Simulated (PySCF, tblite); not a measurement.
A set of runs on `[C]#C/C=C\CCO` [radical]; the geometry of each is named by its level. Settings lines and outputs come from a driver script.

Species: C₆H₇O (doublet state).
Atom-mapped SMILES: `[C:1]#[C:2]/[CH:3]=[CH:4]\[CH2:5][CH2:6][OH:7]` (hydrogens: H8 on C3; H9 on C4; H10, H11 on C5; H12, H13 on C6; H14 on O7)

Step 1: GFN2-xTB geometry optimisation, gas phase (tblite 0.8.0) (from a force-field or distance-geometry start)
```json
{"job": {"kind": "relax", "xc": "GFN2-xTB", "basis": "xTB"}, "charge": 0, "multiplicity": 2}
```
```
step      E/eV     max force
  0    -550.82101    2.165
  1    -550.90333    1.761
  2    -550.95731    0.924
...
 90    -551.21498    0.014
 91    -551.21502    0.014
 92    -551.21505    0.011
 93    -551.21507    0.011
 94    -551.21508    0.008
```

Energy lowered by 9.1 kcal/mol over 94 steps; largest atomic force 0.008 eV/Å at the end. «max force» is the largest atomic force in eV/Å.

On an Arm Neoverse N1 with one thread, no GPU, shared host, this took 0.74 s of wall time.

Step 2: GFN2-xTB harmonic vibrations, gas phase (tblite 0.8.0) (on the GFN2-xTB geometry)
```json
{"job": {"kind": "ir", "xc": "GFN2-xTB", "basis": "xTB"}, "charge": 0, "multiplicity": 2}
```
```
(table of modes left out)
```

36 modes from 37 to 3540 cm⁻¹ (unscaled, harmonic); zero-point energy 67.6 kcal/mol; all wavenumbers are real at this level.

On one thread of an Arm Neoverse N1, shared host with 64 logical CPUs at a one-minute load of 53, this took 0.55 s wall.

Step 3: UKS B3LYP, pcH-1 on C H O, non-relativistic, mean-field spin-orbit, GIAO (PySCF 2.14.0) (on the GFN2-xTB geometry)
```json
{"job": {"kind": "epr", "basis": "pcH-1"}, "charge": 0, "multiplicity": 2}
```
```
...
E = -307.89178333 Eh   <S^2> = 0.7757 (exact 0.7500)
g shifts (ppm)      1          2          3
  rmc          -151       -151       -151
  gc              2         11         30
  oz_so        -214       1376       3661
  total        -363       1236       3540
hyperfine (MHz)  atom isotope    a_iso     a_fc   dipolar eigenvalues
    0   13C     263.03     263.03    -65.50    -41.48    106.98
    1   13C      36.77      36.77    -34.58    -21.01     55.59
    2   13C     -12.63     -12.63     -9.15      1.81      7.35
    3   13C      20.21      20.21    -23.64    -22.63     46.27
    4   13C      -9.37      -9.37     -1.11     -0.36      1.47
    5   13C      17.06      17.06     -1.79     -1.69      3.48
    6   17O       0.16       0.16     -2.60      1.23      1.38
    7    1H       1.96       1.96     -3.66      1.51      2.16
    8    1H     -17.66     -17.66    -11.34     -1.37     12.71
    9    1H      32.06      32.06     -2.19     -1.29      3.47
   10    1H       0.53       0.53     -3.03      0.21      2.82
   11    1H      -1.28      -1.28     -1.58     -0.96      2.54
   12    1H       0.11       0.11     -1.56     -0.62      2.18
   13    1H      -0.34      -0.34     -1.23      0.22      1.01
```

⟨S²⟩ 0.776; g_iso 2.0038. rmc, gc and oz_so are the mass-correction, gauge-correction and orbital-Zeeman/spin–orbit parts of the g shift along its three principal axes; a_iso is the isotropic hyperfine coupling and a_fc its Fermi-contact part. The log counts atoms from 0, this text from 1.

The run took 91 s of wall time (grids of density and orbitals included) on one thread, Arm Neoverse N1 (aarch64), shared host, and the process peaked at 0.99 GiB of memory.

Geometry of the electronic-property runs (GFN2-xTB):
```
atom  x, y, z in Å
C1    -1.8598    2.5142   -1.1603
C2    -1.9220    1.3490   -0.8384
C3    -1.8388   -0.0631   -0.8497
C4    -0.7203   -0.7448   -0.5856
C5     0.6068   -0.1299   -0.3161
C6     1.0822   -0.4362    1.1158
O7     2.3847    0.0267    1.3563
H8    -2.7682   -0.5668   -1.0830
H9    -0.7654   -1.8249   -0.5302
H10    1.3482   -0.5398   -1.0081
H11    0.5510    0.9514   -0.4660
H12    1.1225   -1.5166    1.2764
H13    0.3725   -0.0019    1.8351
H14    2.4058    0.9824    1.2316
```

 (This holds for the electronic-property runs.)

One conformer stands for the species.
